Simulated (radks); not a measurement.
Numerical settings for the samarium ion Sm2+, [Xe] 4f6. Method: Dirac Kohn-Sham, PBE, spin-unpolarised, spherical densities, finite nucleus; open shells fill j = l - 1/2 first; Fermi nuclear charge, rms radius 5.0819 fm; computed with a radial shooting solver on a logarithmic mesh with Libxc functionals. The defaults (mesh step 0.008 in ln r, mesh end at 40 bohr or more with all orbitals vanishing there, Anderson mixing 0.5 over 9 steps, residual threshold near 1e-9 with the energy settled to 1e-9 hartree or 1e-11 of itself, here a cap of 81 iterations) give E = -10433.2608 hartree and 4f5/2 at -15.801 eV in 14 iterations. Run on one thread of a shared host, so times are rough (Arm Neoverse V1): 0.15 s of CPU time, 0.15 s wall, 14 iterations on 2254 mesh points. Changes against that run (0 stands for a change within the tolerance of the run):

| setting | iterations | converged | E (mhartree) | e(4f5/2) (meV) | CPU (s) |
|---|---|---|---|---|---|
| mesh step in ln r 0.2 | 11 | no | diverged | - | 0.05 |
| mesh step in ln r 0.005 | 15 | yes | 0 | 0 | 0.24 |
| mesh step in ln r 0.03 | 14 | yes | +0.000971 | 0 | 0.05 |
| mesh end (bohr) 400 | 14 | yes | 0 | 0 | 0.15 |
| mesh end (bohr) 12 | 14 | yes | 0 | 0 | 0.14 |
| residual threshold 0.01 | 11 | yes | 0 | -0.333 | 0.13 |
| residual threshold 0.001 | 11 | yes | 0 | -0.333 | 0.13 |
| mixing 0.2 | 16 | yes | 0 | 0 | 0.17 |
| linear mixing, mixing 1 | 81 | no | +9.98e+04 | -5.82e+05 | 2.4 |
| linear mixing, mixing 0.5 | 31 | yes | 0 | 0 | 0.25 |
| mixing history 20 | 18 | yes | 0 | 0 | 0.17 |
| iteration cap 2 | 2 | no | +1.13e+03 | -2.66e+04 | 0.03 |

No run marked as converged misses the energy by more than 1 mhartree. A mesh that ends early acts as a hard wall.
